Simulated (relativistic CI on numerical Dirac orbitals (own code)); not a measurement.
## Sensitivity of the levels of W53+ to α and to the nuclear radius

Computed by Dirac-Coulomb-Breit CI, KLI orbitals optimised for each configuration, derivatives by finite differences, unscaled Slater integrals, QED left out (own radial code, finite nucleus).

Configurations in the expansion (outside the closed core [Ne]): 3s2.3p6.3d3, 3s2.3p5.3d4, 3s.3p6.3d4, 3p6.3d5, 3s2.3p6.3d2.4s, 3s2.3p6.3d2.4p, 3s2.3p6.3d2.4d, 3s2.3p5.3d3.4s. Levels of other configurations are missing.

With x = (α/α₀)² − 1 an excitation energy changes as ω = ω₀ + qx; K = 2q/ω₀ is the relative enhancement. Terms are leading LS components, so labels can repeat. The field-shift factor is F = δν/δ⟨r²⟩ for the transition from the lowest level.

Lowest level 3s2.3p6.3d3 4F_3/2.

```csv
Level,ω₀ (cm⁻¹),q (cm⁻¹),F (GHz/fm²)
3s2.3p6.3d3 4F_5/2,522761,601500,14.8
3s2.3p6.3d3 4P_3/2,576365,594600,14.5
3s2.3p6.3d3 2H_9/2,604342,586400,15.3
3s2.3p6.3d3 2G_7/2,605777,602800,15.1
3s2.3p6.3d3 4P_1/2,621419,596700,14.2
3s2.3p6.3d3 2D_5/2,815320,629600,15.7
3s2.3p6.3d3 4F_7/2,1119006,1.194e+06,29.6
3s2.3p6.3d3 4F_9/2,1156248,1.197e+06,30.2
3s2.3p6.3d3 4P_3/2,1202823,1.204e+06,29
3s2.3p6.3d3 2P_1/2,1227560,1.205e+06,29.3
3s2.3p6.3d3 2H_11/2,1234309,1.188e+06,30.8
3s2.3p6.3d3 2D_5/2,1240028,1.185e+06,28.1
3s2.3p6.3d3 2F_5/2,1312256,1.215e+06,29.2
3s2.3p6.3d3 2F_7/2,1316082,1.19e+06,29.4
3s2.3p6.3d3 2D_3/2,1487247,1.23e+06,31.2
3s2.3p6.3d3 2G_9/2,1752962,1.8e+06,44.6
3s2.3p6.3d3 2D_3/2,1873688,1.794e+06,43.5
3s2.3p6.3d3 2D_5/2,1960395,1.794e+06,44.8
3s2.3p5.3d4 4P°_3/2,2314104,153000,23
3s2.3p5.3d4 6D°_5/2,2782167,756800,37.5
3s2.3p5.3d4 4P°_1/2,2848299,757900,35.6
3s2.3p5.3d4 2D°_3/2,2862981,741400,37.4
3s2.3p5.3d4 4D°_7/2,2869207,766600,38.2
```

At this charge energies of transitions that change n are usually good to better than 1 %, and those within a shell (Δn = 0) to a few per cent.

Which transition from the lowest level has the largest |K|?

3s2.3p6.3d3 4F_5/2 at 522761 cm⁻¹, K = 2.3.
